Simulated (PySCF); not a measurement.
CH₆OSSi.
Structure used (GFN2-xTB), in Å, numbered top down from 1:
```xyz
10
CH6OSSi angstrom
C     -0.9656   -0.9611   -0.1922
Si     0.2295    0.5002   -0.2578
O     -0.5466    1.7812    0.3545
S      1.9663    0.1612    0.9918
H     -1.9070   -0.6930   -0.6599
H     -0.5677   -1.8238   -0.7179
H     -1.1764   -1.2613    0.8309
H      0.7360    0.7856   -1.5968
H     -0.0886    2.4983    0.7854
H      2.3289   -0.9826    0.4394
```

Computed, not measured: TDDFT CAM-B3LYP/def2-SVPD, vertical, gas phase, core orbitals frozen in the response in PySCF 2.14.0, density-fitted response routines.

```tsv
state	E (eV)	λ (nm)	ν̃ (cm⁻¹)	f	main configurations (H = HOMO, L = LUMO)
S1	5.90	210.1	47590	0.0058	H→L (75%), H→L+3 (12%)
S2	6.54	189.6	52740	0.050	H→L+1 (84%)
S3	6.94	178.7	55940	0.0075	H→L+2 (51%), H→L+5 (11%), H→L (9%)
S4	7.50	165.3	60510	0.010	H-1→L (73%)
S5	7.58	163.7	61100	0.014	H→L+5 (41%), H→L+3 (30%), H→L (8%)
S6	7.76	159.7	62610	0.035	H-2→L (38%), H→L+2 (15%), H→L+5 (13%)
S7	7.88	157.4	63530	0.036	H→L+4 (43%), H→L+3 (32%), H→L+5 (13%)
S8	7.99	155.2	64430	0.0003	H-1→L+1 (24%), H-2→L (20%), H→L+4 (14%)
```

Triplets (Tamm–Dancoff): T1 5.54 eV, H→L (66%), H→L+3 (13%), H→L+4 (8%); T2 6.23 eV, H→L+1 (67%), H→L+2 (17%); T3 6.74 eV, H→L+2 (39%), H→L+1 (16%), H→L+5 (13%).

The lowest singlet comes at 210 nm (569 kJ/mol) in the ultraviolet; it is weak; its leading configuration is HOMO→LUMO (75%). The strongest level in the table is S2 at 6.54 eV (190 nm, f = 0.050). Löwdin shares by element: HOMO sulfur 74%, silicon 10%, hydrogen 7% or more, carbon 4%; LUMO sulfur 27%, silicon 22%, oxygen 20%, hydrogen 12% or more (atoms not listed hold the other 19%). Weighted by f, the mean energy of these states is 7.26 eV. Of the 8 states listed, 5 reach f = 0.01 and 1 stays under 0.0005. Orbital energies (eV): HOMO-3 -11.88, HOMO-2 -10.47, HOMO-1 -10.08, HOMO -8.61, LUMO 0.68, LUMO+1 1.18, LUMO+2 1.56. Singlets were solved by full linear response, triplets in the Tamm–Dancoff approximation.

The run took 25 s of wall time on Arm Neoverse N1, one thread, no GPU, shared host with 64 logical CPUs at a one-minute load of 60, and the process peaked at 0.59 GiB of memory.

One conformer stands for the species.
